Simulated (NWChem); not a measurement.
Molecule: AgPH3Br; SMILES [PH3]->[Ag][Br]

Program: NWChem. Coordinates come from a PBE0/def2-SVP optimisation. def2 effective core potentials on Ag; no spin-orbit coupling. B3LYP is NWChem's, with the RPA form of VWN correlation. Field at 589 nm.

Question: Predict the results for B3LYP/def2-SVP. Quantities: isotropic polarisability (bohr³); anisotropy (bohr³).

Answer: 
```json
{
 "isotropic polarisability (bohr³)": "72.9",
 "anisotropy (bohr³)": "56.0"
}
```
